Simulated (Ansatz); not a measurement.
System: C₄H₉N, charge 0, multiplicity 1. SMILES: C1CCC1N
Geometry: optimised at B3LYP-D3(BJ)/def2-TZVP (Ansatz, an electronic-structure program).

Cost and error of B3LYP with Ansatz in habitual basis sets for the enthalpy of formation at 298 K (kcal/mol). Conventions: six Cartesian d functions in 6-31G* and its kin unless marked 5d; non-relativistic; LANL2DZ all-electron up to Ne; UHF or UKS for open shells; no spin-orbit coupling; 6-311+G** with 5d; dispersion terms only where a functional's name holds one. Ab initio and DFT rows: single points at B3LYP-D3(BJ) geometries (Ansatz), with unscaled harmonic terms from B3LYP/6-31G* at its own minima, enthalpies of formation by atomisation with measured atoms. Costs are core time of energy and forces over that of the cheapest set, on one shared machine, to one figure and rough; under a factor of 2 they don't order.

Measured values: CRC Handbook, as tabulated in the package chemicals; they hold spin-orbit and core effects, anharmonicity and other conformers. For NC1CCC1 (enthalpy of formation at 298 K) the tabulated value and CCSD(T)/CBS(aug-cc-pVTZ,aug-cc-pVQZ) (Ansatz) part by 4.8 kcal/mol: another conformer or state, missing terms or a fault of the table's entry are possible. 

Value to compare with: 9.8 kcal/mol.

| level | relative cost | enthalpy of formation at 298 K (kcal/mol) | error |
|---|---|---|---|
| B3LYP/STO-3G | 1× | -202.7 | -212.5 |
| B3LYP/3-21G | 1× | 44.4 | 34.6 |
| B3LYP/LANL2DZ | 1× | 60.0 | 50.2 |
| B3LYP/6-31G | 2× | 52.4 | 42.6 |
| B3LYP/6-31G* | 3× | 21.8 | 12.0 |
| B3LYP/6-31G** | 3× | 11.4 | 1.6 |
| B3LYP/def2-SVP | 3× | 11.9 | 2.1 |
| B3LYP/cc-pVDZ | 3× | 38.3 | 28.5 |
| B3LYP/6-31+G* | 3× | 29.7 | 19.9 |
| B3LYP/6-311+G** | 5× | 26.8 | 17.0 |

The dearest set gives 17.0 kcal/mol. A small set can land close by cancelling terms.
